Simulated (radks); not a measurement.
Fe2+, configuration [Ar] 3d6. Calculated with a radial shooting solver on a logarithmic mesh with Libxc functionals: scalar-relativistic Kohn-Sham, PBE, spin-unpolarised, spherical densities, finite nucleus; Fermi nuclear charge, rms radius 3.7377 fm.

Normalised radial functions P(r) = r R(r), r in bohr:

r              2s       3p      3d
0.001936   0.1549   0.0009  0.0000
0.002183   0.1732   0.0011  0.0000
0.002461   0.1934   0.0013  0.0000
0.002797   0.2173   0.0017  0.0000
0.003154   0.2422   0.0021  0.0000
0.003556   0.2695   0.0027  0.0000
0.004009   0.2995   0.0033  0.0000
0.004521   0.3324   0.0042  0.0000
0.005138   0.3706   0.0053  0.0000
0.005793   0.4096   0.0066  0.0000
0.006531   0.4517   0.0083  0.0000
0.007364   0.4967   0.0104  0.0001
0.008303   0.5445   0.0130  0.0001
0.009437   0.5982   0.0164  0.0001
0.01064    0.6507   0.0204  0.0002
0.012      0.7046   0.0254  0.0003
0.01353    0.7588   0.0315  0.0004
0.01537    0.8156   0.0396  0.0005
0.01733    0.8662   0.0489  0.0007
0.01954    0.9122   0.0602  0.0010
0.02204    0.9511   0.0739  0.0014
0.02484    0.9798   0.0903  0.0020
0.02824    0.9955   0.1113  0.0028
0.03184    0.9921   0.1347  0.0039
0.0359     0.9668   0.1620  0.0054
0.04047    0.9153   0.1937  0.0075
0.04563    0.8334   0.2299  0.0102
0.05186    0.7080   0.2734  0.0143
0.05848    0.5519   0.3185  0.0194
0.06593    0.3572   0.3669  0.0262
0.07434    0.1246   0.4175  0.0352
0.08382   -0.1424   0.4682  0.0470
0.09526   -0.4571   0.5194  0.0634
0.1074    -0.7691   0.5610  0.0831
0.1211    -1.0828   0.5919  0.1080
0.1365    -1.3807   0.6069  0.1389
0.154     -1.6434   0.6005  0.1767
0.175     -1.8627   0.5638  0.2254
0.1973    -1.9929   0.4963  0.2794
0.2224    -2.0376   0.3936  0.3416
0.2508    -1.9922   0.2548  0.4113
0.2828    -1.8610   0.0823  0.4872
0.3214    -1.6421  -0.1317  0.5728
0.3624    -1.3860  -0.3493  0.6541
0.4086    -1.1081  -0.5691  0.7328
0.4606    -0.8359  -0.7751  0.8049
0.5194    -0.5919  -0.9503  0.8656
0.5903    -0.3793  -1.0859  0.9127
0.6656    -0.2308  -1.1533  0.9361
0.7504    -0.1290  -1.1586  0.9375
0.8461    -0.0656  -1.1052  0.9169
0.9616    -0.0285  -0.9947  0.8724
1.084     -0.0115  -0.8564  0.8129
1.222     -0.0041  -0.7014  0.7400
1.378     -0.0013  -0.5455  0.6579
1.554     -0.0003  -0.4017  0.5705
1.766     -0.0001  -0.2717  0.4758
1.991     0.0000  -0.1762  0.3891
2.245     0.0000  -0.1064  0.3078
2.532     0.0000  -0.0594  0.2343
2.854     0.0000  -0.0304  0.1706
3.244     0.0000  -0.0133  0.1149
3.658     0.0000  -0.0055  0.0744
4.124     0.0000  -0.0020  0.0449

2s: eigenvalue -837.92 eV, 1 radial node at r = 0.0788 bohr, <r> = 0.267 bohr, 90 % of the charge inside 0.414 bohr. 3p: eigenvalue -78.514 eV, 1 radial node at r = 0.298 bohr, <r> = 0.858 bohr, 90 % of the charge inside 1.32 bohr. 3d: eigenvalue -25.717 eV, 0 radial nodes, <r> = 1.08 bohr, 90 % of the charge inside 1.87 bohr.
